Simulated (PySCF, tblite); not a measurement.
C₉H₉ClO.
Numbering: `[CH3:1][c:2]1[cH:3][cH:4][c:5]([CH3:6])[c:7]([C:8](=[O:9])[Cl:10])[cH:11]1` (hydrogens: H12, H13, H14 on C1; H15 on C3; H16 on C4; H17, H18, H19 on C6; H20 on C11)

Structure optimised with GFN2-xTB, isolated species.

Question: What internal coordinates does the optimisation give?

Answer: 
```csv
bond,length (Å),order
C1–C2,1.497,single
C2–C3,1.391,aromatic
C3–C4,1.381,aromatic
C4–C5,1.390,aromatic
C5–C6,1.492,single
C5–C7,1.410,aromatic
C7–C8,1.459,single
C8=O9,1.190,double
C8–Cl10,1.790,single
C7–C11,1.397,aromatic
C2–C11,1.383,aromatic
"C1–H12, C1–H13, C1–H14",1.088,single
C3–H15,1.081,single
C4–H16,1.081,single
"C6–H17, C6–H18, C6–H19",1.088,single
C11–H20,1.078,single
```

Bonds in one row agree within 0.01 Å and their mean is given. Orders are formal, as drawn. A selection of angles:
```csv
angle,degrees
C1–C2–C3,121.1
C1–C2–C11,120.8
C3–C2–C11,118.1
C2–C3–C4,120.7
C3–C4–C5,121.9
C4–C5–C6,119.5
C4–C5–C7,117.7
C6–C5–C7,122.8
C5–C7–C8,119.1
C5–C7–C11,119.7
C8–C7–C11,121.2
C7–C8–O9,128.7
C7–C8–Cl10,114.3
O9–C8–Cl10,117.0
C2–C11–C7,121.9
```

Torsions: C5–C7–C8–O9 11° (synperiplanar). The mirror-image conformer, all signs reversed, is as good.

Of the pairs four or more bonds apart, Cl10···H20 is among the closest relative to their van der Waals radii: 2.47 Å, 84 % of the sum of Bondi's values. The 9 C–C bonds span 1.381 Å (C3–C4, aromatic) to 1.497 Å (C1–C2, drawn single), a spread of 0.116 Å. The 6-membered ring C2–C3–C4–C5–C7–C11 has internal angles of 117.7° to 121.9° (sum 720°, against 720° for a flat polygon); it is planar, 0.00 Å rms from its mean plane, widest ring torsion 1°.

Point group: C1 (no symmetry element, even within 0.4 Å). GFN2-xTB frequencies show an imaginary mode (23i cm⁻¹), so the point is no minimum at that level.

These are computed values.
